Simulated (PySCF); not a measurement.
ClF₃H₂Si₂.

```xyz
8

Si    -0.0538    -1.0689     0.0000
F      1.0287    -2.2627     0.0000
F     -0.9854    -1.2658    -1.2972
F     -0.9854    -1.2658     1.2972
Si     0.9999     1.0100     0.0000
Cl    -0.4964     2.4510     0.0000
H      1.8368     1.1531     1.2192
H      1.8368     1.1531    -1.2192
```

Geometry optimised at B3LYP-D3(BJ)/def2-SVP. The structure was generated by enumeration, and PubChem lists no compound with its InChIKey, so it may never have been made. Other conformers were not sampled.

Level of theory: PySCF with PBE/pcSseg-1. Non-relativistic, no solvent.

Computed absolute GIAO shielding of each atom: isotropic value and principal components (ppm):
| atom | σ(iso) | σ11 | σ22 | σ33 | span |
|---|---|---|---|---|---|
| Si1 | 384.2 | 365.5 | 386.6 | 400.5 | 35.0 |
| F2 | 277.6 | 209.2 | 250.0 | 373.7 | 164.5 |
| F3 | 278.7 | 210.3 | 244.0 | 381.8 | 171.5 |
| F4 | 278.7 | 210.3 | 244.0 | 381.8 | 171.5 |
| Si5 | 371.8 | 324.0 | 335.6 | 455.7 | 131.7 |
| Cl6 | 1040.4 | 1003.3 | 1032.9 | 1085.1 | 81.7 |
| H7 | 26.0 | 22.3 | 24.6 | 31.2 | 8.9 |
| H8 | 26.0 | 22.3 | 24.6 | 31.2 | 8.9 |
